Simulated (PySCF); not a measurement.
C₅H₇F, SMILES CC1=C(F)CC1. Heavy atoms are numbered as in [CH3:1][C:2]1=[C:3]([F:4])[CH2:5][CH2:6]1. Hydrogens are named by the atom that carries them.

The structure is a stationary point at PBE0-D3(BJ)/def2-SVP. The structure was generated by enumeration, and PubChem lists no compound with its InChIKey, so it may never have been made.

These are PBE0/pcSseg-1 in PySCF values and carry that method's errors.

GIAO shieldings, no solvent; atoms alike by connectivity are averaged. δ = σ(ref) − σ: ¹³C against TMS (σ = 186.3 ppm); ¹⁹F against CFCl3 (σ = 167.2 ppm); ¹H against TMS (σ = 31.56 ppm), references at their B3LYP-D3(BJ)/def2-TZVP geometries, non-relativistic.

Computed chemical shifts:
```
nucleus     atoms  count  δ (ppm)
-------  --------  -----  -------
¹³C            C3      1    155.3
¹³C            C2      1    120.0
¹³C      C5 (CH2)      1     34.6
¹³C      C6 (CH2)      1     25.8
¹³C      C1 (CH3)      1     14.5
¹⁹F            F4      1    -99.5
¹H        H on C5      2     2.90
¹H        H on C6      2     2.20
¹H        H on C1      3     2.00
```
